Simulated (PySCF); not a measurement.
# What a mistake does to a calculation on Al2ClN

All numbers below are calculated, not measured. The program is PySCF 2.14.0, an open-source quantum chemistry code, run on an isolated molecule that a program drew, which may never have been made. The molecule is Al2ClN (charge 0, singlet), drawn as the SMILES string `[Al][N]=[Al][Cl]`.

Each row is a Hartree-Fock (HF) and frozen-core CCSD(T) single point in the cc-pV(D+d)Z basis, meant for a local HF minimum. Run 1 is clean. Each other run has one planted mistake out of seven kinds, and not every kind appears here: one electron removed, one electron added, multiplicity raised by two, geometry at a saddle point, minimal basis STO-3G, one bond length entered in bohr, all coordinates scaled. The reference is restricted for singlets and unrestricted otherwise, and also for a bond in bohr. Adding or removing an electron swaps singlet and doublet. Electrons count all cores. HOMO and LUMO are orbital energies over both spins, the gradient is its largest component, and the lowest frequency (negative if imaginary) is given only where the gradient is small. Bond lengths are over the 3 bonds as drawn. T1 is the CCSD diagnostic: over 0.02 (restricted) or 0.045 (unrestricted) a single reference is doubtful.

Geometry of the clean run:
```xyz
4
Al2ClN, angstrom
Al   -1.5611   -0.3854    4.7460
N    -1.8991   -1.6719    3.5962
Al   -2.2125   -2.8678    2.5240
Cl   -2.6086   -4.3798    1.1693
```

```
run,electrons,basis functions,<S^2>,HOMO (eV),LUMO (eV),gradient (hartree/bohr),lowest frequency (cm^-1),mean bond (Å),longest bond (Å),T1,HF (hartree),CCSD(T) (hartree),mistake
1,50,83,0.000,-7.37,0.80,2.3e-05,26,1.8210,2.068,0.0222,-997.85485,-998.30191,no fault
2,49,83,0.756,-15.18,-5.68,4.7e-02,-,1.8210,2.068,0.0213,-997.61767,-998.02596,one electron removed
3,50,83,2.028,-4.68,-1.61,9.7e-02,-,1.8210,2.068,0.0277,-997.76091,-998.19550,multiplicity raised by two
4,50,32,0.000,-3.62,7.62,4.9e-02,-,1.8210,2.068,0.0303,-986.33472,-986.50579,minimal basis STO-3G
5,51,83,0.793,-0.69,5.77,4.9e-02,-,1.8210,2.068,0.0233,-997.85182,-998.31269,one electron added
6,50,83,0.000,-7.53,0.63,1.5e-02,-,1.8684,2.122,0.0233,-997.85159,-998.30316,?
```

**Which mistake was planted in run 6, and what did it cost?**

The mean and the longest bond both change by the same factor, 1.026, and the gradient is no longer small. So the mistake is: all coordinates scaled. Subtracting run 1 and multiplying by 627.51 kcal/mol a hartree, the energy moved by 2.0 kcal/mol in HF and -0.8 kcal/mol in CCSD(T).

Cautions from the logs. Run 1: T1 is over the limit, so its CCSD(T) energy is less reliable; run 4: T1 is over the limit, so its CCSD(T) energy is less reliable; run 6: T1 is over the limit, so its CCSD(T) energy is less reliable.
